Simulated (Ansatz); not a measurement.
Gas-phase electronic energies from Ansatz, PBE0-D4/def2-TZVP geometries. CCSD(T)/CBS adds triple-zeta CCSD(T) − MP2 to the extrapolated MP2 energy (def2 sets, frozen cores). Functionals use def2-TZVPP. One conformer a species, not always the lowest.

`[SiH3][SiH2][SiH3]` + `CBN` → `CBN[SiH3]` + `[SiH3][SiH3]`  (cleavage of the Si–Si bond)

CCSD(T)/CBS gives -29.9 kJ/mol.

Q: Another level gave -6.2 kJ/mol. Which?
A. revPBE-D4/def2-TZVPP
B. B97M-V/def2-TZVPP
C. CCSD/def2-TZVPP
D. revPBE/def2-TZVPP

A: D. revPBE -6.2, CCSD/def2-TZVPP -32.3, B97M-V -22.3, revPBE-D4 -12.7 kJ/mol.

Largest T1 diagnostic among the species: 0.013.

From PBE to PBE0 (25 % exact exchange), in def2-TZVPP and without D4, ΔE moves by −5.9 kJ/mol. In def2-TZVPP, CCSD(T) changes the Hartree–Fock value by +15.5 kJ/mol (the triples alone add +2.1 kJ/mol) and MP2 by +9.5 kJ/mol.
